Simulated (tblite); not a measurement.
Compound: C5H6F3Si (doublet state).
Numbering: `[H]/[C:1]=[C:2](\[CH2:3][SiH3:4])[C:5]([F:6])=[C:7]([F:8])[F:9]` (hydrogens: H10 on C1; H11, H12 on C3; H13, H14, H15 on Si4)

Cartesian coordinates in Å at the GFN2-xTB level; atoms count from 1:
```xyz
15
C5H6F3Si angstrom
C     -0.8187   -1.4204   -1.3519
C     -0.3914   -0.6726   -0.3731
C      1.0219   -0.7518    0.1697
Si     2.0690    0.7479   -0.3957
C     -1.2598    0.3001    0.2884
F     -0.7710    0.9142    1.3853
C     -2.4956    0.6288   -0.0927
F     -3.2796    1.5041    0.5230
F     -3.1039    0.1190   -1.1534
H     -0.4145   -2.1655   -1.9942
H      1.4843   -1.6738   -0.1809
H      0.9744   -0.7983    1.2577
H      3.4202    0.5323    0.1219
H      2.0620    0.7587   -1.8591
H      1.4983    1.9852    0.1276
```

All values are computed: GFN2-xTB (tblite) harmonic vibrations without scaling, gas phase. The method is semi-empirical: single wavenumbers can be off by several per cent or more. Modes of hydrogen on silicon can be 10 to 20 % off. One conformer, not necessarily the lowest. Open shells enter through the occupations alone, without spin polarisation, and single modes of such species can be off by tens of per cent.

Harmonic wavenumbers (cm⁻¹): 30.4, 66.7, 90.2, 130.1, 143.9, 161.4, 267.2, 315.5, 333.5, 373.3, 446.6, 480.7, 493.7, 516.7, 526.4, 574.0, 667.5, 681.5, 708.4, 751.4, 769.0, 779.9, 785.2, 825.0, 969.7, 1092.7, 1111.0, 1187.2, 1210.9, 1256.2, 1454.0, 1661.3, 1733.1, 2274.6, 2277.1, 2308.2, 2986.6, 3003.3, 3214.2.

A = 2347, B = 814.5, C = 683.7 MHz; mass 151.019 u (most abundant isotopes); point group C1, symmetry number 1; spin multiplicity 2.

Task: Zero-point energy?

Result: ½Σν̃ = 19329 cm⁻¹ = 231.23 kJ/mol.

Task: Give the ideal-gas entropy at 500 K and 1 bar in the rigid-rotor, harmonic-oscillator model (classical rotation).

Result: Translation 182.18, rotation 131.50, vibration 227.44, spin (R ln 2) 5.76: S = 546.9 J/(mol K).

Task: And Cp and H(500 K) − H(0)?

Result: Cp = 230.55 J/(mol K), of which vibrations give 197.30 (their classical limit is 39 R = 324.3); H(500 K) − H(0) = 72.70 kJ/mol without the zero-point energy, 56.07 from vibrations.

Task: How do the functions run with temperature in this model?

Result: 
```csv
T (K),S (J/(mol K)),Cp (J/(mol K)),H − H(0) (kJ/mol),G − H(0) (kJ/mol),ln q(vib)
150,348.2,107.0,10.58,-41.65,3.80
250,414.0,153.2,23.64,-79.85,6.77
298.15,442.6,172.4,31.49,-100.47,8.18
400,498.2,205.7,50.83,-148.44,11.11
600,590.7,249.9,96.76,-257.65,16.50
900,700.0,288.3,178.06,-451.98,23.63
```

q(vib) and H(0) count from the zero-point level.

Task: Blend soft modes into free rotors: weight 1/[1 + (100 cm⁻¹/ν̃)⁴] for the oscillator and the rest for a rotor with moment μB/(μ + B), μ = h/(8π²ν), B = 10⁻⁴⁴ kg m². What vibrational entropy results?

Result: 207.89 J/(mol K) in place of 227.44, which changes −T·S at 500 K by +9.78 kJ/mol.

Hindered rotation and anharmonicity are outside this model. Other conformers, if any are populated, would add a mixing term that is left out. The structure is chiral; the term R ln 2 for an equal mix with its mirror image is left out.
